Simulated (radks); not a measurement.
Q: Ga19+, configuration [Ne] 3s2. Calculated with a radial shooting solver on a logarithmic mesh with Libxc functionals: Dirac Kohn-Sham, PBE, spin-unpolarised, spherical densities, finite nucleus; Fermi nuclear charge, rms radius 3.9973 fm. Some entries of the table are withheld. Estimate them.

orbital,occ.,eigenvalue (hartree),<1/r> (bohr^-1)
1s1/2,2,(1),31.31
2s1/2,2,-73.57234,6.985
2p1/2,2,-68.51683,6.932
2p3/2,4,-67.46911,6.758
3s1/2,2,(2),(3)
3p1/2,0,-25.80887,2.660
3p3/2,0,-25.57457,2.619
4s1/2,0,(4),(5)

A: 
(1) 1s1/2 eigenvalue (hartree): -404.2939
(2) 3s1/2 eigenvalue (hartree): -27.44964
(3) 3s1/2 <1/r> (bohr^-1): 2.719
(4) 4s1/2 eigenvalue (hartree): -14.17836
(5) 4s1/2 <1/r> (bohr^-1): 1.438
